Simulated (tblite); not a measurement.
Species: C₃H₇NOSi.
Z-matrix (Å and degrees, GFN2-xTB geometry), rows numbered from 1:
```
C 
N   1  1.2563
C   2  1.4044  1  122.74
O   3  1.4378  2  117.73  1     5.32
C   4  1.4341  3  103.01  2  -114.16
Si  5  1.9210  4   93.27  3    -3.92
H   1  1.0903  2  124.40  3    -2.50
H   1  1.0799  2  117.82  3   178.32
H   3  1.0954  2  107.23  1   129.87
H   5  1.0937  4  109.50  3  -125.06
H   5  1.0952  4  110.34  3   116.20
H   6  1.4597  3  115.55  2  -130.33
H   6  1.4582  3  115.05  2     7.92
```

Computed with GFN2-xTB (tblite): harmonic, unscaled wavenumbers at the GFN2-xTB geometry, gas phase. This tight-binding method is rough: wavenumbers can miss measured ones by several per cent, in bad cases by 10 to 20. Modes of hydrogen on silicon can be 10 to 20 % off. One conformer, not necessarily the lowest.

Harmonic wavenumbers (cm⁻¹): 68.6, 115.3, 251.1, 272.3, 425.6, 454.6, 498.0, 582.2, 621.2, 630.0, 728.5, 729.0, 749.3, 795.3, 938.9, 956.9, 1001.7, 1028.5, 1101.5, 1138.1, 1158.3, 1215.4, 1262.3, 1412.5, 1469.0, 1721.5, 2293.8, 2311.4, 2890.8, 2895.0, 2928.2, 2942.6, 3071.1.

A = 5064, B = 2438, C = 1979 MHz; mass 101.030 u (most abundant isotopes); point group C1, symmetry number 1.

What is the zero-point energy?

Half the sum of the wavenumbers: 20329 cm⁻¹ = 58.12 kcal/mol.

Entropy at 400 K, 1 bar (ideal gas, RRHO, classical rotation)?

Translation 41.23, rotation 27.85, vibration 23.00: S = 92.1 cal/(mol K).

And Cp and H(400 K) − H(0)?

Cp = 35.50 cal/(mol K), of which vibrations give 27.55 (their classical limit is 33 R = 65.6); H(400 K) − H(0) = 8.34 kcal/mol without the zero-point energy, 5.16 from vibrations.

What must be added to the electronic energy to get the Gibbs energy at 400 K and 1 bar?

ZPE + [H(400 K) − H(0)] − T·S = 58.12 + 8.34 − 36.83 = 29.63 kcal/mol.

Blend soft modes into free rotors: weight 1/[1 + (100 cm⁻¹/ν̃)⁴] for the oscillator and the rest for a rotor with moment μB/(μ + B), μ = h/(8π²ν), B = 10⁻⁴⁴ kg m². What vibrational entropy results?

21.71 cal/(mol K) in place of 23.00, which changes −T·S at 400 K by +0.52 kcal/mol.

Hindered rotation and anharmonicity are outside this model. Other conformers, if any are populated, would add a mixing term that is left out. The structure is chiral; the term R ln 2 for an equal mix with its mirror image is left out.

Time: 0.51 s wall. Hardware: an Arm Neoverse N1 with one thread, shared host with 64 logical CPUs at a one-minute load of 62. This covers the Hessian and the dipole derivatives.
